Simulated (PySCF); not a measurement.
## Energy of Tc²⁺ (technetium, charge +2) between two integer charges

The 4d alpha orbital of [Kr] 4d5 is emptied in steps (occupation f), with all orbitals relaxed, ending at [Kr] 4d4. Calculation: PySCF 2.14, in def2-SVP with the def2 core potential (28 electrons) (5s3p2d1f, 31 functions); scalar relativity through the core potential. The exact energy is a straight line in f; departures are measured from the line between the end points of the same method.

Among UHF, LDA, PBE, which shows the largest delocalisation error (convex curve), and which is closest to linear?

Most convex: LDA (-1.623 eV at f = 0.5); closest to linear: UHF (0.220 eV).

```csv
f,UHF (eV),LDA (eV),PBE (eV)
1,0.000,0.000,0.000
0.9,0.084,-0.575,-0.569
0.7,0.190,-1.353,-1.336
0.5,0.220,-1.623,-1.600
0.3,0.179,-1.373,-1.352
0.1,0.075,-0.592,-0.582
0,0.000,0.000,0.000
```

```
method  E(f=0) − E(f=1) (eV)  −ε at f=1 (eV)  −ε at f=0.5 (eV)
   UHF                29.056          30.004            29.023
   LDA                30.164          23.798            30.106
   PBE                30.066          23.767            30.020
```

Reference removal energy between the ground levels: 29.55 eV (semi-empirical (NIST evaluation); NIST Atomic Spectra Database, ionization energies). The calculation has no spin-orbit coupling. The determinant left behind need not be the lowest term of the ion. UHF lacks correlation.
